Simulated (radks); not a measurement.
The numbers below are computed, except where a source is named.
Q: Valence configurations of Br III (all share [Ar]). Code: a radial shooting solver on a logarithmic mesh with Libxc functionals. Model: scalar-relativistic Kohn-Sham, r2SCAN, spin-polarised, spherical densities, finite nucleus; open shells are filled with parallel spins first; meta-GGA in the generalised Kohn-Sham scheme; Fermi nuclear charge, rms radius 4.1629 fm. Order these by energy: 3d10 4s2 4p3; 3d9.5 4s2 4p3.5; 3d9 4s2 4p4; 3d9 4s1 4p5; 3d10 4p5; 3d8 4s2 4p5; 3d10 4s1 4p4.

A: From the lowest, in eV above it: 3d10 4s2 4p3 0.000; 3d10 4s1 4p4 13.879; 3d10 4p5 31.162; 3d9.5 4s2 4p3.5 34.029; 3d9 4s2 4p4 70.224; 3d9 4s1 4p5 84.970; 3d8 4s2 4p5 149.53. NIST lists [Ar] 3d10 4s2 4p3 as the ground configuration; this level of theory agrees among the configurations tried. The energies are those of spherical high-spin densities, not of single terms.
